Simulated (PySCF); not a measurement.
Cl2F2HNW, SMILES [Cl][W](=[NH])([Cl])([F])[F], multiplicity 1. Atoms are numbered in the order given.

```xyz
7

W     -0.0448     0.1832     0.0000
N     -1.7599     0.4786     0.0000
H     -2.7592     0.6714     0.0000
F      0.4004     1.9782     0.0000
F      1.8624    -0.0476     0.0000
Cl    -0.0580    -1.0280     1.9150
Cl    -0.0580    -1.0280    -1.9150
```
Charge 0, spin multiplicity 1.

The structure is a stationary point at PBE0-D3(BJ)/def2-SVP. The spin state was assumed, not searched. The structure was generated by enumeration; whether it is a known compound was not checked. The def2 effective core potentials stand for the cores of W; spin–orbit coupling is left out.

Level of theory: B3LYP/def2-TZVP (PySCF).

Atomic charges (e):

```
atom  Mulliken  Löwdin
----  --------  ------
W1         [?]    0.29
N2       -0.46   -0.27
H3         [?]    0.16
F4       -0.32   -0.18
F5       -0.43   -0.30
Cl6        [?]    0.15
Cl7        [?]    0.15
```

Question: Some entries are withheld; supply them. (The exact figures need the calculation; the answer reports its results.)

Answer: 
- W1, Mulliken: 1.41
- H3, Mulliken: 0.25
- Cl6, Mulliken: -0.23
- Cl7, Mulliken: -0.23
